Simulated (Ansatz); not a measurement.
Ansatz (an electronic-structure program) job for CH9NSi4, SMILES [SiH3][Si@H]1[SiH2]C=N[SiH2]1, PBE0/def2-SVPD. Geometry: PBE-D3(BJ)/def2-SVP. The structure was generated by enumeration; whether it is a known compound was not checked.

Ansatz 0.2 input:
```yaml
crystal:
  periodic: [false, false, false]
  atoms:
    - {symbol: Si, position_ang: [-2.48696960, -0.95036491, -0.53176576]}
    - {symbol: Si, position_ang: [-0.71971484, -0.15941638, 0.78702244]}
    - {symbol: Si, position_ang: [1.27844787, -1.31144227, 0.31819004]}
    - {symbol: C, position_ang: [2.30575941, 0.16074104, -0.44596684]}
    - {symbol: N, position_ang: [1.87559876, 1.36111191, -0.57554141]}
    - {symbol: Si, position_ang: [0.23345871, 1.84924337, -0.05399936]}
    - {symbol: H, position_ang: [-2.89538898, -2.34528086, -0.13929087]}
    - {symbol: H, position_ang: [-2.01891774, -0.96700025, -1.96306358]}
    - {symbol: H, position_ang: [-3.68948548, -0.05022209, -0.42781127]}
    - {symbol: H, position_ang: [-1.03217302, -0.12400465, 2.25924058]}
    - {symbol: H, position_ang: [2.00354672, -1.88013709, 1.51139680]}
    - {symbol: H, position_ang: [1.14882353, -2.40800045, -0.70917570]}
    - {symbol: H, position_ang: [3.34575143, -0.05754967, -0.79989127]}
    - {symbol: H, position_ang: [0.37781794, 2.94881094, 0.96113289]}
    - {symbol: H, position_ang: [-0.47683198, 2.39887679, -1.26020935]}
basis:
  gaussian:
    orbitals: def2-SVPD
hamiltonian:
  xc: {name: PBE0}
```

Program output:

```
WARN ansatz: RAYON_NUM_THREADS=2 ignored (pool sized by the plan → 2); use --threads N
Functional definition: PBE0
integrals: 0.20 GiB planned
1900 factors; their error is unknown
mean field: 1.66 GiB planned
mean field evaluation 1: about -34151.8703 eV, gradient 4.0e1 eV
mean field evaluation 2: about -34141.3705 eV, gradient 7.4e1 eV
mean field evaluation 4: about -34155.5525 eV, gradient 6.5e0 eV
mean field evaluation 8: about -34155.6533 eV, gradient 4.8e-2 eV
mean field evaluation 16: about -34155.9041 eV, gradient 4.0e-5 eV
mean field -34155.90414719 eV, -1255.2063257058 hartree, gradient 4.0e-5 eV, S^2 0.000000; 0 other end points of the search recorded, 0 dependent functions left out
reference -34155.90419681 eV, -1255.2063275292 hartree; 39, 39 occupied and 169, 169 virtual orbitals, 1900 factors
Total energy: -34155.90419681 eV, -1255.2063275292 hartree
```

Self-consistency was reached.
